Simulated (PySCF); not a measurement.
Spectrum to structure. Theory: PySCF 2.14.0, density-fitted response routines, TDDFT PBE0/def2-SVPD, vertical, gas phase, core orbitals frozen in the response. Geometries: GFN2-xTB, one conformer each. Ions are computed without counter-ions or solvent.

| state | λ (nm) | f |
| --- | --- | --- |
| S1 | 313.6 | 0.0014 |
| S2 | 307.6 | 0.066 |
| S3 | 235.6 | 0.042 |
| S4 | 230.6 | 0.047 |
| S5 | 211.9 | 0.041 |
| S6 | 190.3 | 0.0042 |

Triplets computed (Tamm–Dancoff): 2.81, 3.63 eV.

**Question.** Which candidate is it?
A. `FC1C[P@@H+](CC=1)C`
B. `C[Si+](CC(F)(F)F)CF`
C. `[CH+]1C[C@@](C)(Cl)C(F)=C1`

**Answer.** C. Its S1, at 3.95 eV, is the lowest among the candidates; the nearest of the others has S1 at 4.38 eV. S1 is HOMO-1→LUMO (99%). Löwdin shares by element: HOMO chlorine 50%, carbon 37% or more; LUMO carbon 58% or more, chlorine 14%, fluorine 9% (atoms not listed hold the other 19%). At the same level the other candidates give, for their lowest levels:
- `C[Si+](CF)CC(F)(F)F`: 283 nm (f 0.000); 234 nm (f 0.005); 226 nm (f 0.028); 206 nm (f 0.018); 189 nm (f 0.002); T1 3.95 eV; HOMO -14.35, LUMO -8.44 eV
- `C[P@@H+]1CC=C(F)C1`: 205 nm (f 0.003); 192 nm (f 0.002); 190 nm (f 0.016); 171 nm (f 0.084); 166 nm (f 0.110); T1 4.43 eV; HOMO -11.86, LUMO -4.59 eV
